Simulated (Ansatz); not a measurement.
`CB[SiH2][AlH2]` and `CB[SiH2][SiH2]Cl` differ in one atom or group.

Ansatz, PBE0-D4/def2-TZVP geometries, multiplicity 1. Each molecule was computed in one conformer, which needn't be the lowest.

```tsv
property	`CB[SiH2][AlH2]`
HOMO energy (ωB97M-V/def2-TZVPP) / eV	-9.07
LUMO energy (B3LYP/def2-TZVPP) / eV	-2.58
HOMO energy (B3LYP/def2-TZVPP) / eV	-6.94
size of the dipole moment (B3LYP/def2-TZVPP) / D	0.75
LUMO energy (PBE/def2-TZVPP) / eV	-3.21
LUMO energy (PBE0/def2-TZVPP) / eV	-2.42
```

(1) Give the same properties after the change, and the shifts. (Estimate.)

Results:

(1) The calculation gave: 
```json
{"property": "HOMO energy (ωB97M-V/def2-TZVPP) / eV", "`CB[SiH2][SiH2]Cl`": "-9.74", "shift": "-0.67"}
{"property": "LUMO energy (B3LYP/def2-TZVPP) / eV", "`CB[SiH2][SiH2]Cl`": "-2.23", "shift": "0.35"}
{"property": "HOMO energy (B3LYP/def2-TZVPP) / eV", "`CB[SiH2][SiH2]Cl`": "-7.52", "shift": "-0.58"}
{"property": "size of the dipole moment (B3LYP/def2-TZVPP) / D", "`CB[SiH2][SiH2]Cl`": "1.17", "shift": "0.42"}
{"property": "LUMO energy (PBE/def2-TZVPP) / eV", "`CB[SiH2][SiH2]Cl`": "-2.98", "shift": "0.23"}
{"property": "LUMO energy (PBE0/def2-TZVPP) / eV", "`CB[SiH2][SiH2]Cl`": "-2.06", "shift": "0.36"}
```

With PBE0 the HOMO falls by 0.60 eV and the LUMO rises by 0.36 eV, so the gap widens by about 0.96 eV. PBE moves the HOMO by -0.47 eV and ωB97M-V by -0.67 eV. Dipoles are sizes alone; their direction can turn.

B3LYP here is the variant with VWN-RPA as its local correlation; programs differ in this.
